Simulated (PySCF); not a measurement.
**Predicted spectroscopic data**

PySCF calculation with NMR shieldings at PBE0/pcSseg-1/GIAO and GFN2-xTB geometry; in vacuum, single conformer, non-relativistic Hamiltonian, averaged over atoms made equivalent by symmetry, fast rotation or ring inversion.

References, each an isolated molecule treated in the same way: TMS for $^{1}$H and $^{13}$C. Where no couplings were computed, multiplicities follow the n + 1 count of equivalent neighbours, and m marks all less simple cases (inequivalent or close neighbours, rings, F or P nearby). Shifts are as computed. Against solution values, carbons near 30 ppm lie about +3 ppm off and those near 130 ppm about +5 ppm. Of 1211 compounds with measured shifts, 218 miss one by over three times the rms of a fit or turn the order of signals round; such compounds aren't used in these exercises.

**1.** `CCC1=COCCO1`, C6H10O2. $^{1}$H NMR (400 MHz, computed): δ 6.09 (s, 1H), 4.07 (m, 2H), 3.92 (m, 2H), 1.97 (q, 2H), 1.19 (t, 3H). $^{13}$C{$^{1}$H} NMR (computed): δ 147.8 (C), 128.8 (CH), 67.3 (CH2), 66.6 (CH2), 29.8 (CH2), 17.5 (CH3).

**2.** `C=CC/C(=C/CC)O[SiH3]`, C7H14OSi. $^{1}$H NMR (400 MHz, computed): δ 6.06 (m, 1H), 5.57 (m, 1H), 5.50 (m, 1H), 5.14 (s, 3H), 4.82 (t, 1H), 2.97 (d, 2H), 2.21 (m, 2H), 0.97 (t, 3H). $^{13}$C{$^{1}$H} NMR (computed): δ 154.2, 148.3, 125.9, 118.9, 45.2, 23.3, 17.7.
